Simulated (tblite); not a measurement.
Compound: C₈H₁₀BN.
Geometry (GFN2-xTB, Å), atoms numbered from 1 in this order:
```xyz
20
C8H10BN angstrom
B      2.793   -0.476    0.973
N      1.914    0.454    0.450
C      0.558    0.238    0.099
C      0.051   -0.545   -1.149
C     -0.990   -1.265   -0.268
C     -2.010   -0.143   -0.557
C     -0.965    0.581   -1.432
C     -0.469    1.358   -0.195
C     -1.510    0.630    0.681
C     -0.494   -0.494    0.974
H      3.892   -0.139    1.196
H      2.415   -1.565    1.176
H      2.218    1.397    0.249
H      0.689   -1.021   -1.884
H     -1.201   -2.327   -0.296
H     -3.050   -0.294   -0.820
H     -1.156    1.018   -2.405
H     -0.256    2.421   -0.163
H     -2.142    1.109    1.420
H     -0.293   -0.925    1.946
```

Calculated harmonic vibrations of the isolated species, GFN2-xTB (tblite), most abundant isotopes, no scaling. Errors from tens to a few hundred cm⁻¹ against measured bands are possible. Modes of hydrogen on boron can be 10 to 20 % off. One conformer, not necessarily the lowest. The optimisation stopped once no atom felt more than 0.01 eV/Å.

Lowest wavenumbers of the output (negative numbers stand for imaginary wavenumbers):
```
mode    cm-1
  1     -33.8
  2     165.6
  3     231.1
  4     376.6
  5     434.3
  6     554.9
  7     650.4
  8     652.0
```

Task: Is this structure a minimum?

Result: Not by this Hessian. 1 mode is imaginary beyond 20i (34i cm⁻¹), so at this level the point lies at or near a first-order saddle. The curvature is small, so loose convergence or finite differences may be the whole cause.

Task: Which atoms move in the imaginary mode?

Result: 34i: B1 (three-coordinate boron) 32 %, H12 (B–H hydrogen) 23 %, H13 (N–H hydrogen) 14 %, N2 (boron-bound nitrogen) 10 %. These are shares of the mass-weighted motion.

Task: What is the remedy?

Result: Step along that mode in both directions, optimise again with tighter thresholds and repeat the frequencies. The zero-point energy of this point (101.3 kcal/mol) counts the 53 real modes alone, and thermal corrections from it aren't those of a minimum.
